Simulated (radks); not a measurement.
Task: The indium ion In40+, 9 electrons, occupied as [He] 2s2 2p5. Method: Dirac Kohn-Sham, PBEsol, spin-unpolarised, spherical densities, finite nucleus; open shells fill j = l - 1/2 first; Fermi nuclear charge, rms radius 4.6156 fm; computed with a radial shooting solver on a logarithmic mesh with Libxc functionals.

Spin-orbit splittings of the eigenvalues, e(l+1/2) - e(l-1/2), with zeta = 2 splitting/(2l+1) and mean radii in bohr:

shell  occ.  splitting (eV)  zeta (eV)  <r> j=l-1/2  <r> j=l+1/2
2p        5           224.7      149.8       0.1051       0.1100
3p        0           60.15      40.10       0.2803       0.2873
3d        0               ?          ?       0.2475       0.2498

Estimate the 3d splitting.

Result: 15.15 eV (zeta = 6.059 eV).
